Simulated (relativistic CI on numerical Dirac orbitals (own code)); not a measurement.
**Sensitivity of the levels of Br to α and to the nuclear radius**

Computed by Dirac-Coulomb-Breit CI, orbitals from a KLI potential per configuration, valence Slater integrals scaled by 0.85, P86 correlation energy added to each configuration, derivatives by finite differences, QED left out (own radial code, finite nucleus).

Configuration list (outside the closed core [Ar] 3d10): 4s²4p⁵, 4s²4p⁴5s, 4s²4p⁴5p, 4s²4p⁴4d, 4s4p⁶, 4s²4p⁴5d, 4s²4p⁴4f. Double excitations out of closed p, d and f shells are left out; levels of such configurations are missing from the list, as are those of other unlisted configurations, and high levels can miss mixing partners.

With x = (α/α₀)² − 1 an excitation energy changes as ω = ω₀ + qx; K = 2q/ω₀ is the relative enhancement. Terms are leading LS components, so labels can repeat. The field-shift factor is F = δν/δ⟨r²⟩ for the transition from the lowest level.

Lowest level 4s²4p⁵ ²P°3/2.

| Level | ω₀ (cm⁻¹) | q (cm⁻¹) | F (GHz/fm²) |
| --- | --- | --- | --- |
| 4s²4p⁵ ²P°1/2 | 3693.6 | 3849 | -0.018 |
| 4s²4p⁴5s ⁴P5/2 | 63471.1 | -1517 | 1.29 |
| 4s²4p⁴5s ⁴P3/2 | 65040.8 | -876.2 | 1.22 |
| 4s²4p⁴5s ⁴P1/2 | 66981.6 | 1980 | 1.27 |
| 4s²4p⁴5s ²P3/2 | 67357.3 | 1352 | 1.19 |
| 4s²4p⁴5s ²P1/2 | 69245.7 | 2044 | 1.13 |
| 4s²4p⁴5p ⁴P°5/2 | 73856.4 | -1020 | 0.9 |
| 4s²4p⁴5p ⁴P°3/2 | 74212.9 | -1067 | 0.901 |
| 4s²4p⁴5p ⁴D°7/2 | 74546.1 | -1081 | 0.902 |
| 4s²4p⁴5p ²D°5/2 | 74784.6 | -1179 | 0.903 |
| 4s²4p⁴5p ⁴P°1/2 | 74967.3 | -929.3 | 0.901 |
| 4s²4p⁴5p ²P°3/2 | 75843.5 | -696.6 | 0.899 |
| 4s²4p⁴5s ²D5/2 | 76626.8 | 1083 | 1.28 |
| 4s²4p⁴5s ²D3/2 | 76668.6 | 1155 | 1.27 |
| 4s²4p⁴5p ⁴P°1/2 | 77280.0 | 1951 | 0.885 |
| 4s²4p⁴5p ⁴D°5/2 | 77583.1 | 2387 | 0.882 |
| 4s²4p⁴5p ⁴D°3/2 | 77829.1 | 2216 | 0.884 |
| 4s²4p⁴5p ⁴D°1/2 | 77956.1 | 2380 | 0.884 |
| 4s²4p⁴5p ⁴S°3/2 | 78208.1 | 2263 | 0.885 |
| 4s²4p⁴5p ²D°3/2 | 78836.9 | 2447 | 0.884 |
| 4s²4p⁴5p ²P°1/2 | 79064.7 | 2247 | 0.886 |
| 4s²4p⁴4d ⁴D7/2 | 79240.2 | -761.4 | 0.881 |
| 4s²4p⁴4d ⁴D5/2 | 79431.0 | -671.7 | 0.883 |

Correlation outside the listed configurations is missing or only estimated: errors of thousands of cm⁻¹ between configurations and terms are usual at this charge. Rates and lifetimes follow the computed energies and can be off by large factors. The fine structure of a lone outer electron comes out too small, for d and f at times inverted, and misplaced configurations move strength between like terms.

**Question.** Which transition from the lowest level has the largest |K|?

**Answer.** 4s²4p⁵ ²P°1/2 at 3693.6 cm⁻¹, K = 2.08.
